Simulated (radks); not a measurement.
Values are calculated unless marked as measured or tabulated.
Problem. All-electron atom: Ba XLIV in [Ne] 3s2 3p1. Code: a radial shooting solver on a logarithmic mesh with Libxc functionals. Model: Dirac Kohn-Sham, XLYP, spin-unpolarised, spherical densities, point nucleus; open shells fill j = l - 1/2 first. Some entries of the table are withheld. Estimate them.

orbital,occ.,eigenvalue (eV),r(max) (bohr)
1s1/2,2,-40056.09,(1)
2s1/2,2,-8550.793,0.09231
2p1/2,2,(2),(3)
2p3/2,4,(4),(5)
3s1/2,2,-3429.432,0.2476
3p1/2,1,-3322.139,0.2323
3p3/2,0,-3220.603,0.2410

Solution. 
(1) 1s1/2 r(max) (bohr): 0.01642
(2) 2p1/2 eigenvalue (eV): -8248.213
(3) 2p1/2 r(max) (bohr): 0.07043
(4) 2p3/2 eigenvalue (eV): -7853.487
(5) 2p3/2 r(max) (bohr): 0.07538
